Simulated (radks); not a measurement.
Values are calculated unless marked as measured or tabulated.
Numerical settings for the zinc ion Zn3+, [Ar] 3d9. Level of theory: scalar-relativistic Kohn-Sham, PBEsol, spin-polarised, spherical densities, point nucleus; open shells are filled with parallel spins first (a radial shooting solver on a logarithmic mesh with Libxc functionals). The defaults (mesh step 0.008 in ln r, mesh end at 40 bohr or more with all orbitals vanishing there, Anderson mixing 0.5 over 9 steps, residual threshold near 1e-9 with the energy settled to 1e-9 hartree or 1e-11 of itself, here a cap of 83 iterations) give E = -1792.0848 hartree and 3d at -50.079 eV in 15 iterations. Run on one thread of a shared host, so times are rough (Arm Neoverse V1): 0.16 s of CPU time, 0.16 s wall, 15 iterations on 2476 mesh points. Changes against that run (0 stands for a change within the tolerance of the run):

setting                     iterations  converged  E (mhartree)  e(3d) (meV)  CPU (s)
mesh step in ln r 0.005             15        yes             0            0     0.25
mesh step in ln r 0.02              15        yes             0            0     0.07
mesh step in ln r 0.05              15        yes      +0.00249     -0.00335     0.04
mesh end (bohr) 5                   15        yes       +0.0696        +4.34     0.15
mesh end (bohr) 400                 15        yes             0            0     0.16
residual threshold 0.01             10        yes     -0.000247        -1.94     0.12
residual threshold 1e-13            22        yes             0            0      0.2
mixing 1                            12        yes             0            0     0.13
linear mixing, mixing 0.8           83         no     +1.05e+03    -1.81e+04        1
linear mixing, mixing 0.05          83         no       +0.0883         -412     0.78
mixing history 3                    18        yes             0            0     0.18
iteration cap 3                      3         no          +143    -1.84e+03     0.04

No run marked as converged misses the energy by more than 1 mhartree. A mesh that ends early acts as a hard wall.
